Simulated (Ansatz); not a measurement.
Reaction (formal exchange of groups at a C–Si bond): `C[Si](C)(N)O` + `C[SiH](O)[SiH3]` → `CC[SiH](O)[SiH3]` + `C[SiH](N)O`

Gas-phase electronic energies from Ansatz, PBE0-D4/def2-TZVP geometries. CCSD(T)/CBS adds triple-zeta CCSD(T) − MP2 to the extrapolated MP2 energy (def2 sets, frozen cores). Functionals use def2-TZVPP. One conformer a species, not always the lowest.

```
             level  ΔE (kcal/mol)
         r2SCAN-D4           15.2
           ωB97M-V           14.7
               PBE           13.9
CCSD(T)/def2-TZVPP           13.9
```

**Question.** What does CCSD(T)/CBS give? (Estimate.)

**Answer.** Computed: +14.2 kcal/mol. The listed levels differ from it by 1.0, 0.5, -0.3, -0.3 kcal/mol.

Largest T1 diagnostic among the species: 0.012.

In def2-TZVPP, CCSD(T) changes the Hartree–Fock value by +0.9 kcal/mol (the triples alone add +0.1 kcal/mol) and MP2 by +1.3 kcal/mol.
